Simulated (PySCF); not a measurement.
3-methylthietane (C4H8S), SMILES CC1CSC1. Coordinates come from a PBE-D3(BJ)/def2-SVP optimisation.

All values below come from PBE-D3(BJ)/def2-SVP in PySCF.

Harmonic wavenumbers (cm⁻¹): 111, 234, 304, 407, 473, 683, 711, 817, 837, 891, 906, 957, 993, 1081, 1123, 1144, 1164, 1188, 1267, 1304, 1345, 1399, 1414, 1418, 1423, 2962, 2976, 2977, 2992, 3051, 3054, 3055, 3057. Rotational constants (GHz): 9.128, 2.824, 2.348; symmetry number 1.

Problem. Work out the zero-point energy and the ideal-gas rigid-rotor harmonic-oscillator thermochemistry at 298.15 K and 1 atm.

Solution. ZPE = ½ Σ hcν = ½ × 47715 cm⁻¹ = 68.21 kcal/mol. H − E(el) = 72.41 kcal/mol. Entropy in cal/(mol K): translation 39.34, rotation 26.08, vibration 10.07, total 75.49. G − E(el) = 49.91 kcal/mol. Cp = 22.90 cal/(mol K). Modes under 150 cm⁻¹ make the vibrational entropy uncertain.
